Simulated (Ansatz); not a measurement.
Ansatz (an electronic-structure program) input:

Ansatz 0.2 input:
```yaml
crystal:
  periodic: [false, false, false]
  atoms:
    - {symbol: O, position_ang: [0.04602570, 1.31640462, -1.21243717]}
    - {symbol: Ge, position_ang: [0.00495988, -0.13469990, 0.12207591]}
    - {symbol: O, position_ang: [-1.16732589, 0.47884388, 1.23014526]}
    - {symbol: O, position_ang: [-0.48547203, -1.30142640, -1.05821240]}
    - {symbol: O, position_ang: [1.61787380, -0.13173155, 0.72932122]}
    - {symbol: H, position_ang: [0.01043554, 2.25435357, -0.96316960]}
    - {symbol: H, position_ang: [-0.87627695, 0.57034821, 2.14909925]}
    - {symbol: H, position_ang: [-1.22920897, -1.87483988, -0.82554486]}
    - {symbol: H, position_ang: [2.25901220, -0.70014916, 0.27912709]}
    - {symbol: H, position_ang: [-0.41149046, 1.16395994, -2.05647630]}
basis:
  gaussian:
    orbitals: def2-TZVP
hamiltonian:
  xc: {name: PBE0}
total_charge: 1
```

Task: What final total energy does it print?

Result: -2380.29389 Eh (PBE0/def2-TZVP). The basis has 202 functions.

It need not be the lowest isomer of its formula.
